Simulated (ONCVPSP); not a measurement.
**An all-electron radial function and its pseudo partner (Ti)**

Columns: radius, all-electron u(r) and pseudo u(r) of the 3p shell (level -70.92 eV) of titanium in the configuration [Ne] 3s2 3p6 3d1; LDA (Perdew-Wang 92), scalar-relativistic, ONCV scheme, ONCVPSP 4.0.1.

| r (bohr) | all-electron | pseudo |
| --- | --- | --- |
| 0.082 | -0.3363 | 0.0256 |
| 0.165 | -0.5434 | 0.1003 |
| 0.248 | -0.4317 | 0.2155 |
| 0.330 | -0.1520 | 0.3559 |
| 0.413 | 0.1751 | 0.5098 |
| 0.495 | 0.4704 | 0.6585 |
| 0.578 | 0.7088 | 0.7924 |
| 0.660 | 0.8772 | 0.8987 |
| 0.742 | 0.9832 | 0.9739 |
| 0.825 | 1.0369 | 1.0168 |
| 0.908 | 1.0482 | 1.0284 |
| 0.990 | 1.0283 | 1.0131 |
| 1.072 | 0.9869 | 0.9769 |
| 1.155 | 0.9304 | 0.9246 |
| 1.238 | 0.8652 | 0.8623 |
| 1.320 | 0.7965 | 0.7953 |
| 1.402 | 0.7269 | 0.7264 |
| 1.485 | 0.6575 | 0.6574 |
| 1.568 | 0.5909 | 0.5909 |
| 1.650 | 0.5289 | 0.5289 |
| 1.733 | 0.4704 | 0.4704 |
| 1.815 | 0.4173 | 0.4173 |
| 1.898 | 0.3682 | 0.3682 |
| 1.980 | 0.3243 | 0.3243 |
| 2.062 | 0.2848 | 0.2848 |
| 2.145 | 0.2490 | 0.2490 |

Problem. How many radial nodes do the two functions have?

Solution. The all-electron 3p function has n − l − 1 = 1; the pseudo-wave has 0, since the states of the same l below it are removed with the core.

Problem. At about which radius was the pseudo-wave matched?

Solution. 1.65 bohr. The columns agree to 0.0005 from 1.40 bohr on; several derivatives are matched, so the curves merge somewhat inside the radius.

Problem. Where does each function peak?

Solution. Outermost all-electron maximum near 0.91 bohr, pseudo maximum near 0.91 bohr (to the table’s step).

Problem. Is the pseudo-wave norm-conserving?

Solution. Yes: the ONCV scheme keeps the norm inside the radius equal to the all-electron one, which fixes the energy derivative of the logarithmic derivative at the level.
